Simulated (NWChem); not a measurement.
# SOF, doublet; SMILES O=[S]F

Computed with NWChem. Spin-unrestricted. In the optimisation the excess spin sits in a" (Cs, its own frame). Structure relaxed at the PBE0/def2-SVP, spin-unrestricted level. No stability test was run on the SCF state. Level: B3LYP/def2-SVP with COSMO at NWChem's default radii, gas-phase geometry; rows give the dielectric constant. Reactions with the solvent are ignored.

| dielectric constant | electrostatic solvation energy (kcal/mol) | dipole in solution (D) |
|---|---|---|
| 1.5 | -0.9 | 1.99 |
| 2.0 | ___ | ___ |
| 4.8 | -2.4 | 2.19 |
| 25.0 | -3.0 | 2.27 |
| 37.5 | -3.1 | 2.28 |

Q: Complete the blanks.

A: 
- 2.0, electrostatic solvation energy (kcal/mol): -1.4
- 2.0, dipole in solution (D): 2.06
